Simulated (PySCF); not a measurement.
## Löwdin shares of the frontier orbitals

Compound: cyclo-(H2SnNMe)4, C4H20N4Sn4.
Cartesian coordinates in Å at the PBE0-D3(BJ)/def2-SVP level; atoms count from 1:
```
atom  x, y, z in Å
Sn1    0.206    1.580   -2.421
H2     0.370    3.289   -2.515
H3     0.027    0.789   -3.932
N4    -1.454    1.025   -1.354
C5    -2.588    0.453   -2.061
Sn6   -1.596    1.352    0.646
H7    -3.085    2.109    1.064
H8    -0.215    2.286    1.073
N9    -1.643   -0.498    1.505
C10   -2.049   -0.610    2.892
Sn11  -0.734   -2.073    0.577
H12   -1.057   -3.406    1.615
H13   -1.260   -2.264   -1.040
N14    1.291   -1.793    0.497
C15    1.957   -1.590    1.772
Sn16   2.191   -1.067   -1.184
H17    1.471   -1.832   -2.535
H18    3.877   -1.287   -0.952
N19    1.886    0.938   -1.467
C20    2.611    1.863   -0.613
H21   -2.482   -0.635   -2.248
H22   -2.760    0.930   -3.042
H23   -3.529    0.582   -1.496
H24   -1.282   -0.275    3.620
H25   -2.294   -1.654    3.158
H26   -2.965   -0.023    3.099
H27    1.744   -0.610    2.247
H28    3.055   -1.662    1.671
H29    1.669   -2.367    2.505
H30    2.590    2.890   -1.019
H31    2.225    1.925    0.424
H32    3.680    1.586   -0.541
```

Level of theory: PySCF, TDDFT B3LYP/def2-SVPD, vertical, gas phase, core orbitals frozen in the response, def2 core potentials past Kr. Spin–orbit coupling is left out.

Kohn–Sham orbitals with the atoms that hold most of them (Löwdin shares over 4%, at most four atoms; ? is withheld):

```json
{"orbital": "LUMO+2", "ε (eV)": "-0.32", "atoms": "Sn1 18%, Sn6 10%, Sn16 8%, N4 8%"}
{"orbital": "LUMO+1", "ε (eV)": "-0.46", "atoms": "Sn6 18%, Sn1 10%, Sn11 9%, H8 7%"}
{"orbital": "LUMO", "ε (eV)": "?", "atoms": "Sn1 10%, Sn16 8%, Sn11 7%, Sn6 6%"}
{"orbital": "HOMO", "ε (eV)": "-5.81", "atoms": "?"}
{"orbital": "HOMO-1", "ε (eV)": "-5.97", "atoms": "?"}
{"orbital": "HOMO-2", "ε (eV)": "-6.09", "atoms": "N4 28%, N9 26%, N14 7%, C5 6%"}
{"orbital": "HOMO-3", "ε (eV)": "-6.63", "atoms": "N14 19%, N19 19%, N4 15%, N9 6%"}
```

Task: Give the leading atoms of the HOMO-1.

Result: N19 (bonded to C and 2 Sn) 32%; N4 (bonded to C and 2 Sn) 19%; N9 (bonded to C and 2 Sn) 11%; C20 (bonded to N and 3 H) 7%. By element: nitrogen 62% or more, carbon 7% or more.

Task: Which atoms hold the HOMO, and with what shares?

Result: N14 (bonded to C and 2 Sn) 36%; N9 (bonded to C and 2 Sn) 22%; N19 (bonded to C and 2 Sn) 10%; C15 (bonded to N and 3 H) 6%. By element: nitrogen 68% or more, carbon 6% or more.

Task: What is the LUMO energy, and the HOMO–LUMO gap?

Result: ε(LUMO) = -0.70 eV; the gap is 5.11 eV (0.1878 hartree).

Task: The HOMO–LUMO gap is 5.11 eV. Where does the response calculation put the lowest singlet, and from which orbitals?

Result: S1 is at 4.39 eV (f = 0.032), 0.73 eV below the gap, made of HOMO→LUMO (90%). Without the coupling terms of the response equations the lowest excitation would equal the gap.

Next come S2 at 4.51 eV (f 0.043), HOMO-1→LUMO (68%), HOMO→LUMO+1 (19%); S3 at 4.57 eV (f 0.048), HOMO→LUMO+1 (44%), HOMO-1→LUMO (20%), HOMO-2→LUMO (16%); S4 at 4.64 eV (f 0.018), HOMO-2→LUMO (64%), HOMO→LUMO+1 (22%); S5 at 4.68 eV (f 0.0073), HOMO-1→LUMO+1 (58%), HOMO→LUMO+2 (20%).

One conformer stands for the species.
